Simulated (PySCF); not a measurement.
Pr²¹⁺: ionisation energy

Pr²¹⁺ [Kr] 4d2 [4d3/2^2, M_J = 2] → Pr²²⁺ [Kr] 4d1 [4d3/2^1, M_J = 3/2], as a difference of total energies. All numbers are calculated (PySCF 2.14, the two-component X2C-1e Hamiltonian, in an even-tempered Gaussian basis (18 s from 1.4 bohr⁻², ratio 2.8; 14 p from 1.8 bohr⁻², ratio 2.8; 9 d from 1.8 bohr⁻², ratio 2.8; 4 f from 6.7 bohr⁻², ratio 3)). Correlated levels: [Ar] 3d10 frozen; the 94 highest virtual spinors dropped. "Screened" scales the spin-orbit matrix elements by Boettger's factors to mimic the two-electron term; Breit and QED terms are absent.

```json
{"method": "GHF (screened spin-orbit)", "ionisation energy (eV)": "626.85"}
{"method": "GMP2 (screened spin-orbit)", "ionisation energy (eV)": "627.17"}
```

How much does correlation contribute at GMP2 (screened spin-orbit)?

627.17 − (626.85) = 0.32 eV, measured against GHF (screened spin-orbit).

Breit and QED terms and the two-electron picture change are absent.

The labels give the starting determinants; with spin-orbit coupling the two ends relaxed to ⟨J²⟩ = 6.12, ⟨L²⟩ = 10.70, ⟨S²⟩ = 1.63 and ⟨J²⟩ = 3.75, ⟨L²⟩ = 6.03, ⟨S²⟩ = 0.78.

For comparison: 627 ± 4 eV (theoretical estimate listed by NIST; NIST Atomic Spectra Database, ionization energies).
